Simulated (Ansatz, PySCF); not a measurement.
This Ansatz (a program for electronic structure) input computes a PBE/def2-TZVPD energy:

Ansatz 0.2 input:
```yaml
crystal:
  periodic: [false, false, false]
  atoms:
    - {symbol: Ge, position_ang: [0.12479530, -0.15344757, 0.38922737]}
    - {symbol: F, position_ang: [-1.03543107, 1.26251534, 0.24928679]}
    - {symbol: F, position_ang: [1.34647377, 0.50266349, -0.81396818]}
    - {symbol: F, position_ang: [-0.75475931, -1.21958748, -0.81923815]}
basis:
  gaussian:
    orbitals: def2-TZVPD
hamiltonian:
  xc: {name: PBE}
total_charge: -1
output: {forces: true}
```

Problem. Write an input for the same energy in PySCF and say what it gives.

Solution. 
```python
from pyscf import gto, scf, dft

mol = gto.M(
    atom='''
    Ge    0.12479530   -0.15344757    0.38922737
    F    -1.03543107    1.26251534    0.24928679
    F     1.34647377    0.50266349   -0.81396818
    F    -0.75475931   -1.21958748   -0.81923815
    ''',
    basis='def2-tzvpd',
    charge=-1,
    spin=0,
    verbose=4,
)

mf = dft.RKS(mol, xc='pbe').density_fit(auxbasis='def2-universal-jkfit')
mf.grids.level = 3
mf.conv_tol = 1e-9
mf.max_cycle = 100
mf.max_memory = 1500
mf.kernel()
if not mf.converged:
    mf = mf.newton()
    mf.kernel(mf.make_rdm1())
mf.analyze()
```
It gives -2376.29198 Eh, and Ansatz -2376.29191 Eh, a difference of 0.07 mEh, from the treatment of integrals and grids.

It need not be the lowest isomer of its formula. Whether it binds its extra electron was not tested at this geometry.
